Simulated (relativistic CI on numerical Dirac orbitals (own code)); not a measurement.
## Hyperfine structure of Nd¹⁵⁺, mass number 143

Computed by Dirac-Coulomb-Breit CI, KLI orbitals optimised for each configuration, model QED, unscaled Slater integrals (own radial code, finite nucleus).

Configurations in the expansion (outside the closed core [Ar] 3d10): 4s²4p⁶4d⁹, 4s²4p⁵4d¹⁰, 4s²4p⁶4d⁸4f, 4s4p⁶4d¹⁰, 4s²4p⁶4d⁸5s, 4s²4p⁵4d⁹4f, 4s²4p⁶4d⁸5p, 4s4p⁶4d⁹4f, 4s²4p⁶4d⁷4f5s, 4s²4p⁶4d⁸5d, 4s²4p⁶4d⁷5s5p, 4s²4p⁵4d⁹5s, 4s²4p⁶4d⁸5f, 4s²4p⁶4d⁸6s, 4s²4p⁶4d⁷5s², 4s²4p⁶4d⁶4f5s², 4s²4p⁵4d⁷4f5s², 4s²4p⁶4d⁶5s²5p. Double excitations out of closed p, d and f shells are left out; levels of such configurations are missing from the list, as are those of other unlisted configurations, and high levels can miss mixing partners.

Nuclear spin I = 7/2, μ = -1.065 μN, Q = -0.61 b (tables of Stone and Pyykkö). The electronic factors are computed for point nuclear moments, without core polarisation or the Bohr-Weisskopf and QED corrections.

```tsv
Level	E (cm⁻¹)	A (MHz)	B (MHz)
4s²4p⁶4d⁹ ²D5/2	0	-999.4	4170
4s²4p⁶4d⁹ ²D3/2	36019	-2481	3250
4s²4p⁵4d¹⁰ ²P°3/2	880531	-4706	17000
4s²4p⁶4d⁸4f ⁴F°7/2	961822	-669.8	3010
4s²4p⁶4d⁸4f ⁴F°9/2	967268	-469.7	3200
4s²4p⁶4d⁸4f ²P°1/2	973358	-6857	
4s²4p⁶4d⁸4f ⁴D°7/2	981141	-458.3	-595
4s²4p⁶4d⁸4f ⁴I°15/2	981226	-620.5	1610
```

Levels with J = 0, under 50 % of one LS term, or S terms without an open s electron are left out. Small factors come from cancelling terms and can be off by tens of per cent or more.

At this charge energies of transitions that change n are usually good to better than 1 %, and those within a shell (Δn = 0) to a few per cent. Levels and lines within the n = 5 or 6 shells can be off by up to 10 % or somewhat more, and those that change n by about 2 %, since core polarisation is missing.

(1) Give the hyperfine levels of 4s²4p⁶4d⁹ ²D5/2 relative to its centre of gravity.

## Answers

(1) With K = F(F + 1) − I(I + 1) − J(J + 1), E = AK/2 + B[¾K(K + 1) − I(I + 1)J(J + 1)]/[2I(2I − 1)J(2J − 1)]: F = 1: 13480, F = 2: 10290, F = 3: 5948, F = 4: 997.9, F = 5: -3850, F = 6: -7702 MHz.

LS names give the leading component of a level, which can be under half, so a name can repeat, a term be missing and a line seem to break the LS rules.
